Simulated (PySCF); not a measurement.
Job file and geometry (Å, from PBE0-D3(BJ)/def2-SVP) of a spin–spin coupling run on `InChI=1S/C6H4BF4/c8-5-1-3-7(4-2-5)6(9,10)11/h1-4H/q-1`, B3LYP/pcJ-1 indirect spin-spin coupling, non-relativistic, gas phase (PySCF 2.14.0, density-fitted response routines); density fitting, a coarse starting grid and PySCF grid level 2 are the driver's defaults:

```
$ OMP_NUM_THREADS=2 python probes_run.py task.json out

{"job": {"kind": "j", "xc": "B3LYP", "basis": "pcJ-1"}, "charge": -1, "multiplicity": 1}
F     -3.461467    -0.150476    -0.117195
C     -2.098991    -0.088334    -0.066998
C     -1.490398     1.163514    -0.092396
C     -0.097659     1.281456    -0.044405
B      0.744286     0.037499     0.035791
C      2.349517     0.101321     0.050991
F      2.862039     1.308713     0.410562
F      2.918953    -0.163682    -1.160426
F      2.933526    -0.789329     0.900619
C      0.011428    -1.277692     0.065957
C     -1.384972    -1.282098     0.011194
H     -2.152397     2.037545    -0.147517
H      0.315771     2.298295    -0.061570
H      0.507014    -2.255273     0.133152
H     -1.970344    -2.210577     0.030348
```

Task: What does the program print?

Result: 
```
coarse grid: 14432 points
cycle   1  E = -655.0466614862  dE =  1.578e+00  |g| = 1.092e+00  |ddm| = 3.612e+00
cycle   2  E = -654.8226650956  dE =  2.240e-01  |g| = 1.594e+00  |ddm| = 1.801e+00
cycle   3  E = -655.2666739892  dE = -4.440e-01  |g| = 1.314e-01  |ddm| = 1.100e+00
cycle   4  E = -655.2694976420  dE = -2.824e-03  |g| = 7.593e-02  |ddm| = 1.834e-01
cycle   5  E = -655.2707992862  dE = -1.302e-03  |g| = 2.627e-02  |ddm| = 8.794e-02
cycle   6  E = -655.2709786372  dE = -1.794e-04  |g| = 5.171e-03  |ddm| = 2.885e-02
cycle   7  E = -655.2709843233  dE = -5.686e-06  |g| = 1.006e-03  |ddm| = 4.525e-03
final grid: 146360 points
cycle   8  E = -655.3640629240  dE = -2.519e-04  |g| = 9.845e-03  |ddm| = 3.296e-02
cycle   9  E = -655.3640440993  dE =  1.882e-05  |g| = 1.421e-02  |ddm| = 1.548e-02
cycle  10  E = -655.3640801938  dE = -3.609e-05  |g| = 9.818e-04  |ddm| = 9.782e-03
cycle  11  E = -655.3640802231  dE = -2.930e-08  |g| = 8.315e-04  |ddm| = 1.216e-03
cycle  12  E = -655.3640803415  dE = -1.184e-07  |g| = 1.354e-04  |ddm| = 6.128e-04
cycle  13  E = -655.3640803459  dE = -4.391e-09  |g| = 4.474e-05  |ddm| = 1.585e-04
cycle  14  E = -655.3640803464  dE = -5.093e-10  |g| = 1.088e-05  |ddm| = 4.968e-05
converged SCF energy = -655.3640803464

Indirect spin-spin couplings (Hz)
  i      j    bonds     total        FC       PSO       DSO        SD
  0 F    1 C    1   -270.771  -297.859    15.369     0.908    10.811
  0 F    2 C    2     18.292    29.043   -14.231    -0.108     3.587
  0 F    3 C    3      3.991     7.969    -1.851    -0.311    -1.816
  0 F    4 B    4      1.085    -0.199    -1.143    -0.266     2.694
  0 F    5 C    5      0.404     0.497    -0.112    -0.109     0.128
  0 F    6 F    6      1.252     0.336     1.081    -0.591     0.426
  0 F    7 F    6      4.170     5.335     0.968    -0.552    -1.581
  0 F    8 F    6      1.507     2.143     1.034    -0.581    -1.088
  0 F    9 C    3      4.096     8.068    -1.787    -0.312    -1.874
  0 F   10 C    2     18.788    29.441   -14.040    -0.106     3.493
  0 F   11 H    3     12.936    15.891    -2.127     0.102    -0.929
  0 F   12 H    4      4.924     5.531     0.713    -1.194    -0.126
  0 F   13 H    4      4.850     5.458     0.717    -1.195    -0.131
  0 F   14 H    3     13.065    15.973    -2.089     0.108    -0.926
  1 C    4 B    3     10.247     8.591     0.270     0.089     1.298
  1 C    6 F    5      1.127     1.110    -0.038    -0.103     0.158
  1 C    7 F    5      3.722     4.378     0.073    -0.079    -0.650
  1 C    8 F    5      1.857     2.280     0.027    -0.097    -0.354
  1 C   11 H    2     -4.267    -3.084    -1.078    -0.105         -
  1 C   12 H    3     13.256    13.307     0.292    -0.342         -
  1 C   13 H    3     13.179    13.231     0.291    -0.343         -
  1 C   14 H    2     -4.226    -3.056    -1.067    -0.103         -
  2 C    4 B    2     -0.021     0.525    -0.091     0.048    -0.503
  2 C    6 F    4     -1.147    -0.964     0.002    -0.095    -0.090
  2 C    7 F    4     -2.486    -2.722     0.096    -0.125     0.265
  2 C    8 F    4      0.620     0.287     0.311    -0.168     0.190
  2 C   11 H    1    150.277   148.524     0.762     0.991         -
  2 C   12 H    2     -1.495    -0.190    -1.112    -0.193         -
  2 C   13 H    4     -1.235    -1.174     0.286    -0.347         -
  2 C   14 H    3      4.405     4.463     0.411    -0.470         -
  3 C    4 B    1     76.218    79.401    -4.278     0.345     0.750
  3 C    6 F    3      1.569     2.420    -1.190     0.198     0.141
  3 C    7 F    3      4.585     4.823     0.828    -0.028    -1.039
  3 C    8 F    3     11.454     9.700     2.227    -0.151    -0.323
  3 C   11 H    2     -1.740    -0.541    -0.874    -0.325         -
  3 C   12 H    1    143.018   141.386     0.736     0.897         -
  3 C   13 H    3      7.301     7.348     0.280    -0.327         -
  3 C   14 H    4     -1.048    -1.031     0.346    -0.363         -
  4 B    5 C    1     91.797    91.601    -0.994     0.510     0.680
  4 B    6 F    2     36.463    36.081    -0.453     0.153     0.682
  4 B    7 F    2     31.378    32.462    -1.619     0.182     0.354
  4 B    8 F    2     35.237    35.175    -0.824     0.164     0.721
  4 B    9 C    1     75.664    78.815    -4.245     0.345     0.748
  4 B   10 C    2     -0.141     0.403    -0.095     0.048    -0.497
  4 B   11 H    3      7.056     7.189     0.356    -0.438    -0.051
  4 B   12 H    2     -0.006     0.749    -0.584    -0.151    -0.020
  4 B   13 H    2      0.175     0.922    -0.574    -0.154    -0.018
  4 B   14 H    3      7.072     7.206     0.355    -0.438    -0.051
  5 C    6 F    1   -363.459  -344.313   -31.649     1.309    11.195
  5 C    7 F    1   -360.022  -343.078   -30.006     1.303    11.758
  5 C    8 F    1   -362.205  -344.141   -30.872     1.307    11.501
  5 C   11 H    4      1.138     1.115     0.149    -0.126         -
  5 C   12 H    3      2.752     2.719    -0.229     0.263         -
  5 C   13 H    3      2.927     2.874    -0.231     0.284         -
  5 C   14 H    4      1.080     1.055     0.150    -0.125         -
  6 F    7 F    2     93.492    48.146   -13.218    -0.198    58.761
  6 F    8 F    2     73.158    30.406   -14.242    -0.205    57.199
  6 F    9 C    3     14.219    10.710     2.666    -0.187     1.031
  6 F   10 C    4      2.023     1.751     0.396    -0.182     0.057
  6 F   11 H    5     -0.169    -0.094     0.391    -0.468     0.003
  6 F   13 H    4     -1.502    -1.642     1.217    -1.072    -0.004
  6 F   14 H    5      2.232     2.201     0.917    -0.916     0.030
  7 F    8 F    2     99.753    53.089   -13.201    -0.193    60.057
  7 F    9 C    3      1.612     2.092     0.103     0.052    -0.635
  7 F   10 C    4     -3.279    -3.476     0.039    -0.107     0.265
  7 F   11 H    5      1.520     1.541     0.706    -0.710    -0.017
  7 F   12 H    4     -2.567    -2.638     0.772    -0.311    -0.390
  7 F   13 H    4     -2.319    -2.438     0.105     0.170    -0.157
  7 F   14 H    5      1.188     1.160     0.589    -0.617     0.056
  8 F    9 C    3     -0.053     0.990    -0.968     0.165    -0.240
  8 F   10 C    4     -2.263    -2.283     0.017    -0.097     0.100
  8 F   11 H    5      2.098     2.108     0.873    -0.866    -0.017
  8 F   12 H    4     -2.165    -2.167     1.203    -0.921    -0.280
  8 F   13 H    4     -1.017    -0.826    -1.172     0.992    -0.010
  8 F   14 H    5      0.297     0.315     0.424    -0.503     0.061
  9 C   11 H    4     -1.077    -1.059     0.345    -0.363         -
  9 C   12 H    3      7.230     7.274     0.282    -0.326         -
  9 C   13 H    1    142.207   140.560     0.755     0.893         -
  9 C   14 H    2     -1.801    -0.586    -0.889    -0.326         -
 10 C   11 H    3      4.411     4.470     0.410    -0.470         -
 10 C   12 H    4     -1.205    -1.146     0.287    -0.346         -
 10 C   13 H    2     -1.673    -0.346    -1.133    -0.194         -
 10 C   14 H    1    150.240   148.490     0.759     0.992         -
 11 H   12 H    3     11.623    11.875    -0.154    -0.098         -
 11 H   14 H    4      2.453     2.587     1.719    -1.853         -
 12 H   13 H    4      2.308     2.400     1.470    -1.562         -
 13 H   14 H    3     11.677    11.936    -0.163    -0.095         -
```

Size and cost of the density-fitted run: 337 basis functions; peak memory 1.6 GiB.
